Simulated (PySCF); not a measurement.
How methods differ on the excitation energy of Al

Al [Ne] 3s2 3p1 (2P) → Al [Ne] 3s1 3p1 4s1 (4P), as a difference of total energies. All numbers are calculated (PySCF 2.14, the non-relativistic Hamiltonian (point nucleus), in aug-cc-pwCVTZ (8s7p5d3f, 75 functions)). Correlated levels: valence: [Ne] frozen. The calculations carry no spin-orbit coupling.

```csv
method,excitation energy (cm⁻¹)
UHF,51710
MP2 (valence),58339
SCS-MP2 (valence),60371
CCSD (valence),60570
CCSD(T) (valence),60804
```

The upper state lies above the first ionisation limit, but in LS coupling its spin forbids autoionisation to the ground ion. A Rydberg-like electron needs more diffuse functions than a valence basis has.

The promoted electron is Rydberg-like, and one or two diffuse shells describe it only roughly, which tends to raise the upper state.
